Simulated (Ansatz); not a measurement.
`C[O][Sn][O]C` at its PBE0-D4/def2-TZVP geometry, where that method's forces vanish. Total charge 0; spin multiplicity 1. Sn takes the def2 core potential.

```xyz
11

C     1.2009   -1.2196    0.3613
O     0.2770   -1.2357    1.4126
Sn   -1.5069   -0.4471    1.7191
O    -1.7011    0.8134    0.2119
C    -0.8437    1.3255   -0.7688
H     0.7289   -1.0928   -0.6201
H     1.7504   -2.1676    0.3480
H     1.9332   -0.4126    0.4890
H    -0.8879    0.7260   -1.6865
H    -1.1533    2.3454   -1.0232
H     0.2024    1.3650   -0.4433
```

(1) What forces (eV/Å) does r2SCAN-D4/def2-TZVPP give on these atoms in the Gaussian-basis code of Ansatz? (Best estimate.)

## Answers

(1) Computed: 
```
C1   0.205 -0.002 -0.237
O2  -0.073 -0.046  0.202
Sn3 -0.117 -0.035  0.134
O4  -0.193 -0.032  0.101
C5   0.193  0.119 -0.217
H6  -0.004  0.008  0.003
H7  -0.003  0.005  0.003
H8  -0.004 -0.006  0.001
H9  -0.002  0.003  0.005
H10 -0.003 -0.005  0.001
H11  0.000 -0.009  0.003
```
